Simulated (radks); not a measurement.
Values are calculated unless marked as measured or tabulated.
Radial electron density D(r) = 4 pi r^2 rho(r) of an atom or ion with 11 electrons. Code: a radial shooting solver on a logarithmic mesh with Libxc functionals. Model: scalar-relativistic Kohn-Sham, exchange-only r2SCAN, spin-polarised, spherical densities, finite nucleus; meta-GGA in the generalised Kohn-Sham scheme; Fermi nuclear charge, rms radius of each element as measured or else 0.836 A^(1/3) + 0.57 fm.

r (bohr)  D(r) (e/bohr)  spin D(r)
0.008711         0.8630    0.00162
0.01107           1.316    0.00247
0.01419           2.001    0.00374
0.01819           2.981    0.00554
0.02312           4.274    0.00789
0.02963           5.997     0.0109
0.03766           7.990     0.0142
0.04826           10.19     0.0174
0.06185           12.13     0.0192
0.07862           13.24     0.0181
0.1007            13.10     0.0131
0.1281            11.63    0.00494
0.1641            9.378   -0.00261
0.2103            7.657   -0.00144
0.2674            7.587     0.0143
0.3426            9.111     0.0425
0.4356            10.76     0.0625
0.5582            10.87     0.0523
0.7153            8.755     0.0142
0.9093            5.550   -0.00587
1.165             2.643     0.0464
1.481             1.073      0.182
1.898            0.5449      0.349
2.432            0.4479      0.422
3.092            0.3386      0.337
3.963            0.1657      0.166
5.037           0.04817     0.0482
6.455          0.006802    0.00680
8.272         0.0004201   0.000420

What is the nuclear charge?

Answer. Z = 12. The innermost maximum, from 1s, lies near gamma/Z bohr with gamma = sqrt(1 - (Z/c)^2) = 0.996, here 0.083 bohr (found: 0.0872), and its height grows with Z. The density is that of the magnesium ion Mg+ in [Ne] 3s1; the configuration itself is not fixed sharply by these data, and Z only to about a unit. D(r) has 2 maxima, at r = 0.0872, 0.499 bohr, and minima at 0.239 bohr, inside which lie 2.21 electrons.
